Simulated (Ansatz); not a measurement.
Diatomic Rb₂, multiplicity 3 (not the ground state: that is measured with 2S+1 = 1). No spin–orbit coupling.

Constants: fifth-degree fit in 1/R to seven points, most abundant isotopes. Runs in def2 and cc sets follow the lowest solution found near the PBE0 minimum.

Codes used: Ansatz (Gaussian basis) for Hartree–Fock, density functionals and correlated methods.  In def2 rows elements past Kr take small-core potentials, without spin–orbit coupling.

```csv
level,r_e (Å),ω_e (cm⁻¹),ω_e x_e (cm⁻¹),α_e (cm⁻¹)
PBE/def2-TZVPP,5.794,18,0.22,0.00014
PBE0/def2-TZVPP,5.895,17,0.23,0.00015
CCSD(T)/def2-TZVPP,6.129,15,0.20,0.00014
```

Correlated levels freeze the inner cores; with def2 sets outer-core shells near the valence are correlated too.

Ansatz is an electronic-structure program.
